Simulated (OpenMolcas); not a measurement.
**Nb4+: moving the ligands**

Nb4+ with 6 ligands (fluoride) in octahedral coordination (Oh) at 1.99 Å. A charge of +0.333 e stands 2.6 Å behind each ligand. Ligand basis ANO-RCC-VDZP.

- Program: OpenMolcas 26.06
- Method: SS-CASPT2, IPEA 0.25 Eh, imaginary shift 0.1 Eh (closed shells correlated: 4s 4p and the ligand valence shells)
- Basis: ANO-RCC-VTZP [7s6p4d2f1g]
- Scalar Hamiltonian: DKH2, point nucleus
- Active space: 1 electron in 5 orbitals (4d)
- State averaging: 2S+1 = 2 even, 5 roots
- Spin-orbit coupling: RASSI with atomic mean-field integrals over the reference wave functions

Runs around this geometry, states (labels of O, the rotations of Oh). Energies in cm-1 above the lowest state or level, χT in cm3 K/mol; under a threefold ground state the first gap can be a small split of the lowest multiplet, not the spin-orbit step; 10Dq is the gap between the two states.

```tsv
R (Å)	Ground state	First state of that spin	10Dq	First gap with spin-orbit (degeneracies)	χT at 300 K
1.89	2T2	2E 37730	37730	970 (4, 2)	0.152
1.99	2T2	2E 30860	30857	980 (4, 2)	0.152
2.1	2T2	2E 24710	24710	990 (4, 2)	0.152
```

Taking |10Dq| as R^-n, n = -ln(24710 / 37730) / ln(2.1 / 1.89) = 4.0 between the shortest and longest distance. The point-charge formula for a cubic d site gives n = 5.

Roots that are degenerate in the reference are averaged as groups; the widest CASPT2 spread within a group is 210 cm-1 (the 3-fold group of multiplicity 2 near 0 cm-1 above the lowest state of its run, R = 1.89). Shifts and gaps below about the spread of the groups concerned are not significant. Over all roots computed the reference weight is 0.72 in R = 1.89, 0.71 in R = 1.99, 0.71 in R = 2.1; a low but even weight reflects the number of correlated electrons. An orbital triplet at a regular site is open to Jahn-Teller coupling, which can distort the site and quench the lowest spin-orbit gaps and is left out. Ligand-to-metal charge-transfer states are missing. With one d shell and no ligand orbital active, 10Dq can be off by a tenth or more. The least metal-like active orbital is 78 % on the metal (Löwdin) and no ligand orbital is active, so the numbers are rough (holds for R = 1.89). The least metal-like active orbital is 80 % on the metal (Löwdin) and no ligand orbital is active, so the numbers are rough (holds for R = 1.99). The least metal-like active orbital is 82 % on the metal (Löwdin) and no ligand orbital is active, so the numbers are rough (holds for R = 2.1). No measured value stands beside these numbers; the geometry was imposed, not optimised, and the real ion may take another.
